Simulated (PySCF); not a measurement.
H₁₀Si₅, charge -1, doublet, geometry from GFN2-xTB (a state made from the parent by changing its charge; the spin is typed, not shown lowest) (in this run its highest filled SCF level lies above zero, so its values depend strongly on the basis, on diffuse functions most of all). Base run: B3LYP/STO-3G run with PySCF.

Geometry (Å):
```xyz
15

Si     0.9575     1.3434     1.0985
Si     1.7992    -0.6751     0.3762
Si     0.2334    -1.6518    -0.9953
Si    -1.6556    -0.3410    -0.9885
Si    -1.3397     1.3608     0.5309
H      0.8835     1.2993     2.6085
H      2.1543     2.2884     1.1115
H      2.3215    -1.6854     1.3370
H      3.0547    -0.4606    -0.3906
H     -0.0540    -3.0546    -0.6130
H      0.7521    -1.8858    -2.3638
H     -2.8243    -1.1700    -0.5919
H     -2.0747    -0.0612    -2.3895
H     -1.4446     2.6720    -0.2156
H     -2.6966     1.5492     1.2008
```
Charge -1, spin multiplicity 2.
Orbitals are unrestricted.
All else is at PySCF's defaults.

Each row names what was changed in the base input (with any setting that the change needs).

| change | E (Eh) | HOMO (eV) | <S^2> | core-seconds (rough) | outcome |
|---|---|---|---|---|---|
| base | -1436.57279 | 6.72 | 0.754 | 20 | converged |
| functional = revpbe | -1436.24071 | 7.44 | 0.752 | 20 | converged |
| functional = lc_wpbe | -1435.98955 | 4.46 | 0.759 | 50 | converged |
| functional = m06l | -1436.51193 | 7.44 | 0.753 | 30 | converged |
| functional = tpss | -1436.64668 | 7.26 | 0.753 | 30 | converged |
| functional = blyp | -1436.34139 | 7.48 | 0.752 | 20 | converged |
| functional = pbe | -1435.72634 | 7.50 | 0.752 | 20 | converged |
| functional = r2scan | -1436.43625 | 7.31 | 0.754 | 30 | converged |
| functional = camb3lyp | -1436.42956 | 5.57 | 0.756 | 30 | converged |
| functional = wb97x_v | - | - | - | - | cut at the time limit |
| functional = lda,vwn | -1430.53270 | 7.81 | 0.751 | 10 | converged |
| functional = pbe0 | -1435.95569 | 6.70 | 0.755 | 20 | converged |
| functional = pbe0; dispersion = d4 | -1435.97404 | 6.70 | 0.755 | 20 | converged |

Absolute energies of different levels of theory aren't comparable as measures of quality.

Open shells are given as the SCF converged; they aren't shown to be the lowest states, and a large step between rows can be another state.
